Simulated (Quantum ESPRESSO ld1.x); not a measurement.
ld1.x (Quantum ESPRESSO 7.5) input

```
 &input
    zed=43.0,
    iswitch=1,
    rel=1,
    lsd=1,
    dft='PW',
    config='[Kr] 4d5 5s1',
    verbosity='high',
    prefix='ld1',
    max_out_wfc=37,
    file_charge='ld1.rho',
 /
```

Output:

```
     Program LD1 v.7.5 starts

     --------------------------- All-electron run ----------------------------

     scalar relativistic calculation

     atomic number is 43.00
     dft =PW   lsd =1 sic =0 latt =0  beta=0.20 tr2=1.0E-14
     Exchange-correlation= PW
                           (   1   4   0   0   0   0   0)
     mesh =2047 r(mesh) = 100.16310 a.u. xmin = -8.00 dx = 0.00800
     1 Ry =  13.60569312 eV, c = 137.03599908

     n l     nl                  e(Ry)          e(Ha)          e(eV)
     1 0     1S 1( 1.00)   -1532.262300437    -766.131150218 -20847.4906437
     2 0     2S 1( 1.00)    -219.127255370    -109.563627685  -2981.3781915
     2 1     2P 1( 3.00)    -196.311340587     -98.155670294  -2670.9518566
     3 0     3S 1( 1.00)     -38.567143316     -19.283571658   -524.7327166
     3 1     3P 1( 3.00)     -31.081008620     -15.540504310   -422.8786652
     4 0     4S 1( 1.00)      -6.022872447      -3.011436223    -81.9453542
     4 1     4P 1( 3.00)      -3.972951142      -1.986475571    -54.0547540
     3 2     3D 1( 5.00)     -18.928980006      -9.464490003   -257.5418931
     4 2     4D 1( 5.00)      -1.131697233      -0.565848616    -15.3975253
     5 0     5S 1( 1.00)      -0.913689998      -0.456844999    -12.4313857
     1 0     1S 2( 1.00)   -1532.260069268    -766.130034634 -20847.4602871
     2 0     2S 2( 1.00)    -219.080774645    -109.540387322  -2980.7457890
     2 1     2P 2( 3.00)    -196.274812907     -98.137406454  -2670.4548722
     3 0     3S 2( 1.00)     -38.532742627     -19.266371314   -524.2646714
     3 1     3P 2( 3.00)     -31.043635079     -15.521817540   -422.3701723
     4 0     4S 2( 1.00)      -5.797200175      -2.898600087    -78.8749266
     4 1     4P 2( 3.00)      -3.731955483      -1.865977741    -50.7758410
     3 2     3D 2( 5.00)     -18.879557671      -9.439778835   -256.8694680
     4 2     4D 2( 0.00)      -0.877515001      -0.438757501    -11.9391998
     5 0     5S 2( 0.00)      -0.734362994      -0.367181497     -9.9915175

     final scf error:  4.2E-15 reached in  22 iterations

     Etot =   -8562.249650 Ry,   -4281.124825 Ha, -116495.341178 eV
     Total magnetization:    6.00 Bohr mag.

     Ekin =    8838.773996 Ry,    4419.386998 Ha,  120257.646572 eV
     Encl =  -20621.779542 Ry,  -10310.889771 Ha, -280573.604101 eV
     Eh   =    3468.427585 Ry,    1734.213792 Ha,   47190.361341 eV
     Exc  =    -247.671689 Ry,    -123.835844 Ha,   -3369.744989 eV

     normalization and overlap integrals

     s(1S/1S) =  1.000000  <r> =   0.0343  <r2> =    0.0016  r(max) =   0.0223
     s(1S/2S) = -0.009480
     s(1S/3S) = -0.003847
     s(1S/4S) = -0.001601
     s(1S/5S) = -0.000548
     s(2S/2S) =  1.000000  <r> =   0.1498  <r2> =    0.0264  r(max) =   0.1268
     s(2S/3S) = -0.002326
     s(2S/4S) = -0.000936
     s(2S/5S) = -0.000319
     s(2P/2P) =  1.000000  <r> =   0.1304  <r2> =    0.0208  r(max) =   0.1005
     s(2P/3P) = -0.001903
     s(2P/4P) = -0.000699
     s(3S/3S) =  1.000000  <r> =   0.4163  <r2> =    0.1985  r(max) =   0.3734
     s(3S/4S) = -0.000603
     s(3S/5S) = -0.000202
     s(3P/3P) =  1.000000  <r> =   0.4170  <r2> =    0.2024  r(max) =   0.3645
     s(3P/4P) = -0.000493
     s(4S/4S) =  1.000000  <r> =   1.0590  <r2> =    1.2718  r(max) =   0.9520
     s(4S/5S) = -0.000115
     s(4P/4P) =  1.000000  <r> =   1.1742  <r2> =    1.5811  r(max) =   1.0231
     s(3D/3D) =  1.000000  <r> =   0.3995  <r2> =    0.1916  r(max) =   0.3106
     s(3D/4D) = -0.000277
     s(4D/4D) =  1.000000  <r> =   1.6633  <r2> =    3.3333  r(max) =   1.2697
     s(5S/5S) =  1.000000  <r> =   2.9448  <r2> =    9.7876  r(max) =   2.5672
     s(1S/1S) =  1.000000  <r> =   0.0343  <r2> =    0.0016  r(max) =   0.0223
     s(1S/2S) = -0.009481
     s(1S/3S) = -0.003847
     s(1S/4S) = -0.001614
     s(1S/5S) = -0.000500
     s(2S/2S) =  1.000000  <r> =   0.1498  <r2> =    0.0264  r(max) =   0.1268
     s(2S/3S) = -0.002326
     s(2S/4S) = -0.000944
     s(2S/5S) = -0.000291
     s(2P/2P) =  1.000000  <r> =   0.1304  <r2> =    0.0208  r(max) =   0.1005
     s(2P/3P) = -0.001903
     s(2P/4P) = -0.000705
     s(3S/3S) =  1.000000  <r> =   0.4161  <r2> =    0.1983  r(max) =   0.3734
     s(3S/4S) = -0.000608
     s(3S/5S) = -0.000184
     s(3P/3P) =  1.000000  <r> =   0.4169  <r2> =    0.2021  r(max) =   0.3645
     s(3P/4P) = -0.000497
     s(4S/4S) =  1.000000  <r> =   1.0536  <r2> =    1.2593  r(max) =   0.9444
     s(4S/5S) = -0.000106
     s(4P/4P) =  1.000000  <r> =   1.1678  <r2> =    1.5651  r(max) =   1.0149
     s(3D/3D) =  1.000000  <r> =   0.3992  <r2> =    0.1912  r(max) =   0.3106
     s(3D/4D) = -0.000276
     s(4D/4D) =  1.000000  <r> =   1.6994  <r2> =    3.5364  r(max) =   1.2697
     s(5S/5S) =  1.000000  <r> =   3.1479  <r2> =   11.2694  r(max) =   2.6719

     ------------------------ End of All-electron run ------------------------
```

Run on one thread of a shared host, so times are rough (Intel(R) Xeon(R) Processor @ 2.60GHz): 0.76 s of CPU time, 0.8 s wall, 22 iterations on 2047 mesh points.
